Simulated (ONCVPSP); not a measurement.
## Reading a pseudo-wave (La)

Columns: radius, all-electron u(r) and pseudo u(r) of the 5s shell (level -38.92 eV) of lanthanum in the configuration [Kr] 4d10 5s2 5p6 5d1 6s2; PBE, scalar-relativistic, ONCV scheme, ONCVPSP 4.0.1.

```
r (bohr)  all-electron  pseudo
   0.170        0.2676  0.0546
   0.340       -0.0772  0.1339
   0.510       -0.5153  0.2520
   0.680       -0.2639  0.4054
   0.850        0.2233  0.5748
   1.020        0.6273  0.7311
   1.190        0.8631  0.8463
   1.360        0.9504  0.9026
   1.530        0.9342  0.8965
   1.700        0.8568  0.8379
   1.870        0.7505  0.7443
   2.040        0.6364  0.6354
   2.210        0.5271  0.5270
   2.380        0.4290  0.4289
   2.550        0.3445  0.3445
   2.720        0.2739  0.2739
   2.890        0.2160  0.2160
   3.060        0.1693  0.1693
   3.230        0.1321  0.1321
   3.400        0.1026  0.1026
   3.570        0.0795  0.0795
   3.740        0.0614  0.0614
   3.910        0.0473  0.0473
   4.080        0.0364  0.0364
   4.250        0.0279  0.0279
   4.420        0.0214  0.0214
```

Problem. How many radial nodes do the two functions have?

Solution. The all-electron 5s function has n − l − 1 = 4 (the table is too coarse to show those close to the nucleus); the pseudo-wave has 0, since the states of the same l below it are removed with the core.

Problem. At about which radius was the pseudo-wave matched?

Solution. 2.30 bohr, where the columns begin to agree (steps of 0.17 bohr).

Problem. Where does each function peak?

Solution. Outermost all-electron maximum near 1.36 bohr, pseudo maximum near 1.36 bohr (to the table’s step).

Problem. Is the pseudo-wave norm-conserving?

Solution. Yes: the ONCV scheme keeps the norm inside the radius equal to the all-electron one, which fixes the energy derivative of the logarithmic derivative at the level.
